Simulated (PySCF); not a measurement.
PySCF input file for Si(Cl)(OH)2(NH2) (ClH₄NO₂Si), SMILES N[Si](O)(O)Cl, TDA-PBE/def2-SVPD. The structure is a stationary point at PBE0-D3(BJ)/def2-SVP. This is a generated structure with no PubChem entry under its InChIKey; it may be hypothetical. Other conformers were not sampled.

```python
import numpy as np
from pyscf import gto, scf, dft, tdscf

mol = gto.M(
    atom='''
    N     1.79073047   -0.30433070   -0.15728374
    Si    0.12323270   -0.02293139   -0.33820305
    O    -0.23742751    1.37858554   -1.13185812
    O    -0.62578571   -1.20677355   -1.20044528
    Cl   -0.61680985    0.06762555    1.59345683
    H     2.13162830   -0.72940840    0.69623705
    H     2.35451173   -0.55838065   -0.96053689
    H     0.12310679    2.18472348   -0.75101667
    H    -1.47814451   -0.96971034   -1.57919326
    ''',
    basis='def2-SVPD',
    charge=0,
    spin=0,
    max_memory=1600,
    verbose=4,
)
mf = dft.RKS(mol, xc='pbe').density_fit(auxbasis='def2-universal-jkfit')
mf.grids.level = 3
mf.conv_tol = 1e-9
mf.max_cycle = 100
mf.kernel()
mf.grids = dft.Grids(mol).set(level=1).build(with_non0tab=True)  # coarser grid for the response kernel
td = tdscf.TDA(mf)
td.singlet = True
td.nstates = 10
td.conv_tol = 1e-4
td.positive_eig_threshold = 1e-6
td.kernel(x0=td.get_init_guess(mf, 15))
td.analyze()
tt = tdscf.TDA(mf)
tt.singlet = False
tt.nstates = 4
tt.conv_tol = 1e-4
tt.positive_eig_threshold = 1e-6
tt.kernel(x0=tt.get_init_guess(mf, 9))
tt.analyze(verbose=3)
```

Program output:

```
PySCF version 2.14.0

[INPUT] verbose = 4
[INPUT] num. atoms = 9
[INPUT] num. electrons = 58
[INPUT] charge = 0
[INPUT] spin (= nelec alpha-beta = 2S) = 0
[INPUT] symmetry False subgroup None
[INPUT] Mole.unit = angstrom
[INPUT] Symbol           X                Y                Z      unit          X                Y                Z       unit  Magmom
[INPUT]  1 N      1.790730470000  -0.304330700000  -0.157283740000 AA    3.383990151214  -0.575101674297  -0.297223192447 Bohr   0.0
[INPUT]  2 Si     0.123232700000  -0.022931390000  -0.338203050000 AA    0.232876052591  -0.043334046756  -0.639111138993 Bohr   0.0
[INPUT]  3 O     -0.237427510000   1.378585540000  -1.131858120000 AA   -0.448672968337   2.605149109886  -2.138901858665 Bohr   0.0
[INPUT]  4 O     -0.625785710000  -1.206773550000  -1.200445280000 AA   -1.182563604566  -2.280471503869  -2.268512806727 Bohr   0.0
[INPUT]  5 Cl    -0.616809850000   0.067625550000   1.593456830000 AA   -1.165601687434   0.127793768523   3.011197000018 Bohr   0.0
[INPUT]  6 H      2.131628300000  -0.729408400000   0.696237050000 AA    4.028193686372  -1.378382108957   1.315697342275 Bohr   0.0
[INPUT]  7 H      2.354511730000  -0.558380650000  -0.960536890000 AA    4.449382326776  -1.055186501757  -1.815151654641 Bohr   0.0
[INPUT]  8 H      0.123106790000   2.184723480000  -0.751016670000 AA    0.232638117174   4.128529035107  -1.419215821283 Bohr   0.0
[INPUT]  9 H     -1.478144510000  -0.969710340000  -1.579193260000 AA   -2.793288296429  -1.832486962759  -2.984242759159 Bohr   0.0

nuclear repulsion = 316.184061756321
number of shells = 63
number of NR pGTOs = 223
number of NR cGTOs = 149
basis = def2-SVPD
ecp = {}


[settings echo left out]
init E= -956.974466678726
  HOMO = -0.325722760056598  LUMO = -0.0599990796433998  gap/eV = 7.23071
cycle= 1 E= -956.317668368883  delta_E= 0.657  |g|= 1.12  |ddm|= 3.98
  HOMO = -0.1112467923213  LUMO = -0.00520082342104811  gap/eV = 2.88566
cycle= 2 E= -955.454219680315  delta_E= 0.863  |g|= 2.33  |ddm|= 4.31
  HOMO = -0.234355901139018  LUMO = -0.0367448925927865  gap/eV = 5.37727
cycle= 3 E= -956.548559814695  delta_E= -1.09  |g|= 0.229  |ddm|= 3.08
  HOMO = -0.257387477483336  LUMO = -0.033995451943269  gap/eV = 6.07881
cycle= 4 E= -956.559109218679  delta_E= -0.0105  |g|= 0.114  |ddm|= 0.43
  HOMO = -0.242863915992784  LUMO = -0.0328448908053298  gap/eV = 5.71491
cycle= 5 E= -956.561742608319  delta_E= -0.00263  |g|= 0.0345  |ddm|= 0.164
  HOMO = -0.245754655884015  LUMO = -0.0328215873014233  gap/eV = 5.79420
cycle= 6 E= -956.56203403262  delta_E= -0.000291  |g|= 0.00729  |ddm|= 0.0538
  HOMO = -0.245006210919384  LUMO = -0.0328369728087736  gap/eV = 5.77342
cycle= 7 E= -956.562044399323  delta_E= -1.04e-05  |g|= 0.00259  |ddm|= 0.0111
  HOMO = -0.245244312239927  LUMO = -0.0329694585979854  gap/eV = 5.77629
cycle= 8 E= -956.562046304778  delta_E= -1.91e-06  |g|= 0.000428  |ddm|= 0.004
  HOMO = -0.245237894667331  LUMO = -0.0329654554990086  gap/eV = 5.77623
cycle= 9 E= -956.562046340193  delta_E= -3.54e-08  |g|= 0.00019  |ddm|= 0.00087
  HOMO = -0.245238681489947  LUMO = -0.0329652120693309  gap/eV = 5.77626
cycle= 10 E= -956.562046346128  delta_E= -5.94e-09  |g|= 7.74e-05  |ddm|= 0.000219
  HOMO = -0.245239967535975  LUMO = -0.0329664820679678  gap/eV = 5.77626
cycle= 11 E= -956.562046347234  delta_E= -1.11e-09  |g|= 1.72e-05  |ddm|= 9.3e-05
  HOMO = -0.245239646117207  LUMO = -0.0329664981079079  gap/eV = 5.77625
cycle= 12 E= -956.562046347302  delta_E= -6.78e-11  |g|= 2.22e-06  |ddm|= 2.38e-05
  HOMO = -0.245239689784186  LUMO = -0.0329664233633364  gap/eV = 5.77625
Extra cycle  E= -956.562046347301  delta_E= 2.27e-13  |g|= 2.56e-06  |ddm|= 7.54e-06
converged SCF energy = -956.562046347301
tot grids = 38096
Overwritten attributes  positive_eig_threshold  of <class 'pyscf.tdscf.rks.TDA'>


******** <class 'pyscf.tdscf.rks.TDA'> for <class 'pyscf.df.df_jk.DFRKS'> ********
nstates = 10 singlet
deg_eia_thresh = 1.000e-03
wfnsym = None
conv_tol = 0.0001
eigh lindep = 1e-12
eigh level_shift = 0
eigh max_cycle = 100


Excitation energies (eV)
[5.84552559 6.73720166 6.89410315 7.07597459 7.1097419  7.36401051
 7.47799427 7.53741301 7.91394598 7.92673051]

** Singlet excitation energies and oscillator strengths **
Excited State   1:      5.84553 eV    212.10 nm  f=0.0173
      29 -> 30        0.70498
Excited State   2:      6.73720 eV    184.03 nm  f=0.0196
      28 -> 30        0.70311
Excited State   3:      6.89410 eV    179.84 nm  f=0.0297
      27 -> 30        0.70381
Excited State   4:      7.07597 eV    175.22 nm  f=0.0136
      29 -> 31        0.69024
Excited State   5:      7.10974 eV    174.39 nm  f=0.0119
      29 -> 32        0.69777
Excited State   6:      7.36401 eV    168.37 nm  f=0.0075
      29 -> 33       -0.70229
Excited State   7:      7.47799 eV    165.80 nm  f=0.0871
      26 -> 30        0.68853
Excited State   8:      7.53741 eV    164.49 nm  f=0.0286
      25 -> 30        0.69953
Excited State   9:      7.91395 eV    156.67 nm  f=0.0114
      27 -> 31        0.11159
      28 -> 31       -0.50035
      28 -> 32       -0.25782
      29 -> 34       -0.39105
Excited State  10:      7.92673 eV    156.41 nm  f=0.0107
      27 -> 31        0.10802
      27 -> 32        0.10212
      28 -> 31       -0.39939
      29 -> 34        0.55678

** Transition electric dipole moments (AU) **
state          X           Y           Z        Dip. S.      Osc.
  1        -0.1269     -0.3213     -0.0382      0.1208      0.0173
  2         0.0911      0.3277      0.0543      0.1186      0.0196
  3         0.1539     -0.0693      0.3842      0.1761      0.0297
  4         0.2504     -0.1073      0.0670      0.0787      0.0136
  5         0.0151     -0.2596     -0.0200      0.0680      0.0119
  6         0.0097      0.1855      0.0827      0.0413      0.0075
  7         0.6256      0.0941     -0.2742      0.4755      0.0871
  8        -0.0797      0.3512     -0.1582      0.1547      0.0286
  9         0.0070     -0.0963      0.2226      0.0589      0.0114
 10        -0.0102     -0.1815      0.1493      0.0553      0.0107

** Transition velocity dipole moments (imaginary part, AU) **
state          X           Y           Z        Dip. S.      Osc.
  1        -0.0229     -0.0625     -0.0058      0.0045      0.0138
  2         0.0184      0.0684      0.0118      0.0052      0.0139
  3         0.0336     -0.0133      0.0785      0.0075      0.0197
  4         0.0221     -0.0202      0.0165      0.0012      0.0030
  5        -0.0104     -0.0665     -0.0130      0.0047      0.0120
  6         0.0079      0.0562      0.0185      0.0036      0.0088
  7         0.1424      0.0211     -0.0674      0.0253      0.0613
  8        -0.0204      0.0809     -0.0385      0.0084      0.0203
  9        -0.0070     -0.0243      0.0446      0.0026      0.0060
 10        -0.0116     -0.0456      0.0403      0.0038      0.0088

** Transition magnetic dipole moments (imaginary part, AU) **
state          X           Y           Z
  1         0.1093     -0.1116      0.7104
  2         0.6266     -0.1282      0.0691
  3        -0.1228     -0.6398     -0.0885
  4         0.0764      0.1337      0.0739
  5         0.0241     -0.0225      0.3171
  6         0.0778      0.0042     -0.2028
  7        -0.0709      0.2224      0.2271
  8        -0.0330     -0.0321     -0.1507
  9         0.0651     -0.1286      0.0086
 10        -0.1639     -0.1415     -0.0139


******** <class 'pyscf.tdscf.rks.TDA'> for <class 'pyscf.df.df_jk.DFRKS'> ********
nstates = 4 triplet
deg_eia_thresh = 1.000e-03
wfnsym = None
conv_tol = 0.0001
eigh lindep = 1e-12
eigh level_shift = 0
eigh max_cycle = 100


Excitation energies (eV)
[5.67820372 6.59540323 6.75945175 6.82119133]

** Triplet excitation energies and oscillator strengths **
Excited State   1:      5.67820 eV    218.35 nm  f=0.0000
Excited State   2:      6.59540 eV    187.99 nm  f=0.0000
Excited State   3:      6.75945 eV    183.42 nm  f=0.0000
Excited State   4:      6.82119 eV    181.76 nm  f=0.0000
```

Self-consistency was reached.
